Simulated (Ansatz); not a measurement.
A short molecular-dynamics run on the cluster K2O2⁻ (the lowest doublet isomer of a short search).

```yaml
crystal:
  periodic: [false, false, false]
  atoms:
    - {symbol: K, position_ang: [0.147343, 2.409994, 0.145934]}
    - {symbol: K, position_ang: [-0.147665, -2.389802, -0.144228]}
    - {symbol: O, position_ang: [-0.249735, 0.044682, -0.652931]}
    - {symbol: O, position_ang: [0.250047, -0.064874, 0.651214]}
basis:
  gaussian: {orbitals: def2-SVP}
total_charge: -1
magnetization: {spin_polarized: true, initial_magnetization: 1}
hamiltonian: {xc: {name: BLYP}, dispersion: d3bjatm}
md: {timestep: 1 fs, n_steps: 15, ensemble: nvt_langevin, temperature: 300, initial_velocities: maxwell_boltzmann, friction: 0.01, seed: 267}
scf: {omitted_lower_state_checks: [starts]}
```

```sh
$ ansatz run in.yaml --threads 4 --pin off --events-out ev --progress --plain --max-ram 3916MiB
```

```csv
step,time (fs),potential energy (eV),kinetic (eV),T (K)
0,0.0,-36734.7051,0.1163,225
1,1.0,-36734.6994,0.1246,241
2,2.0,-36734.6919,0.1037,201
3,3.0,-36734.6841,0.0979,189
4,4.0,-36734.6772,0.0993,192
5,5.0,-36734.6714,0.0931,180
6,6.0,-36734.6663,0.1031,199
7,7.0,-36734.6625,0.1167,226
8,8.0,-36734.6603,0.1151,223
9,9.0,-36734.6588,0.1123,217
10,10.0,-36734.6582,0.1199,232
11,11.0,-36734.6591,0.1190,230
12,12.0,-36734.6608,0.1237,239
13,13.0,-36734.6626,0.1365,264
14,14.0,-36734.6641,0.1524,295
15,15.0,-36734.6647,0.1614,312
```

Velocities are drawn at the set temperature; a run this short doesn't reach equilibrium. Under Langevin dynamics the printed temperature counts 3N degrees of freedom, so it starts below the set value.

The highest occupied level of an anion often lies above zero with these methods, and sets without diffuse functions describe the outer electron poorly. The charge -1 doublet is spin-contaminated (final ⟨S²⟩ up to 1.48, 0.75 for a pure state).

Frames (Å, forces in eV/Å):

```xyz
4
time=0.0 fs
K     0.147    2.410    0.146    0.014    0.224    0.014
K    -0.148   -2.390   -0.144   -0.020   -0.326   -0.020
O    -0.250    0.045   -0.653   -0.112    0.077   -0.298
O     0.250   -0.065    0.651    0.119    0.026    0.304
4
time=1.0 fs
K     0.149    2.408    0.144    0.020    0.257    0.024
K    -0.148   -2.388   -0.143   -0.026   -0.357   -0.031
O    -0.252    0.049   -0.646   -0.206    0.064   -0.533
O     0.250   -0.068    0.646    0.213    0.036    0.540
4
time=2.0 fs
K     0.150    2.406    0.142    0.025    0.287    0.035
K    -0.149   -2.386   -0.141   -0.032   -0.386   -0.043
O    -0.254    0.054   -0.640   -0.295    0.051   -0.746
O     0.249   -0.070    0.642    0.301    0.047    0.755
4
time=3.0 fs
K     0.152    2.405    0.141    0.031    0.316    0.045
K    -0.149   -2.385   -0.139   -0.037   -0.405   -0.053
O    -0.257    0.059   -0.633   -0.371    0.035   -0.922
O     0.250   -0.072    0.638    0.376    0.054    0.930
4
time=4.0 fs
K     0.154    2.403    0.140    0.037    0.345    0.055
K    -0.149   -2.384   -0.138   -0.041   -0.413   -0.063
O    -0.261    0.065   -0.628   -0.430    0.009   -1.050
O     0.251   -0.074    0.636    0.434    0.059    1.058
4
time=5.0 fs
K     0.157    2.402    0.139    0.044    0.376    0.065
K    -0.149   -2.383   -0.136   -0.045   -0.413   -0.072
O    -0.265    0.072   -0.623   -0.476   -0.024   -1.139
O     0.252   -0.075    0.634    0.477    0.061    1.145
4
time=6.0 fs
K     0.159    2.400    0.138    0.050    0.406    0.076
K    -0.149   -2.382   -0.134   -0.048   -0.409   -0.080
O    -0.269    0.078   -0.619   -0.512   -0.060   -1.201
O     0.254   -0.076    0.633    0.510    0.062    1.205
4
time=7.0 fs
K     0.162    2.398    0.136    0.058    0.434    0.086
K    -0.149   -2.382   -0.132   -0.052   -0.402   -0.088
O    -0.275    0.084   -0.614   -0.535   -0.101   -1.226
O     0.256   -0.077    0.632    0.529    0.069    1.227
4
time=8.0 fs
K     0.164    2.396    0.135    0.065    0.458    0.098
K    -0.150   -2.381   -0.131   -0.056   -0.392   -0.096
O    -0.281    0.091   -0.610   -0.540   -0.151   -1.208
O     0.258   -0.079    0.632    0.530    0.084    1.207
4
time=9.0 fs
K     0.166    2.395    0.133    0.073    0.482    0.109
K    -0.149   -2.381   -0.129   -0.059   -0.378   -0.104
O    -0.287    0.098   -0.607   -0.534   -0.205   -1.166
O     0.261   -0.080    0.633    0.520    0.101    1.161
4
time=10.0 fs
K     0.169    2.393    0.131    0.082    0.506    0.122
K    -0.149   -2.381   -0.128   -0.062   -0.357   -0.110
O    -0.292    0.105   -0.603   -0.517   -0.267   -1.101
O     0.263   -0.082    0.635    0.497    0.119    1.090
4
time=11.0 fs
K     0.171    2.392    0.129    0.091    0.525    0.134
K    -0.148   -2.381   -0.126   -0.064   -0.330   -0.116
O    -0.298    0.113   -0.601   -0.477   -0.339   -0.991
O     0.266   -0.083    0.637    0.451    0.143    0.974
4
time=12.0 fs
K     0.174    2.391    0.127    0.099    0.538    0.145
K    -0.148   -2.382   -0.126   -0.066   -0.302   -0.121
O    -0.304    0.120   -0.599   -0.420   -0.412   -0.846
O     0.268   -0.085    0.640    0.387    0.176    0.822
4
time=13.0 fs
K     0.177    2.391    0.125    0.106    0.542    0.156
K    -0.149   -2.383   -0.125   -0.068   -0.274   -0.125
O    -0.310    0.126   -0.597   -0.352   -0.482   -0.683
O     0.270   -0.087    0.645    0.314    0.214    0.653
4
time=14.0 fs
K     0.181    2.391    0.123    0.114    0.543    0.165
K    -0.149   -2.384   -0.125   -0.068   -0.239   -0.127
O    -0.316    0.131   -0.595   -0.277   -0.553   -0.507
O     0.274   -0.089    0.650    0.231    0.249    0.469
4
time=15.0 fs
K     0.185    2.390    0.120    0.120    0.542    0.172
K    -0.150   -2.386   -0.125   -0.067   -0.197   -0.125
O    -0.323    0.137   -0.593   -0.194   -0.624   -0.322
O     0.278   -0.091    0.657    0.141    0.278    0.274
```

Run time 13 s (4 threads of AMD EPYC 9B45 on a shared host).
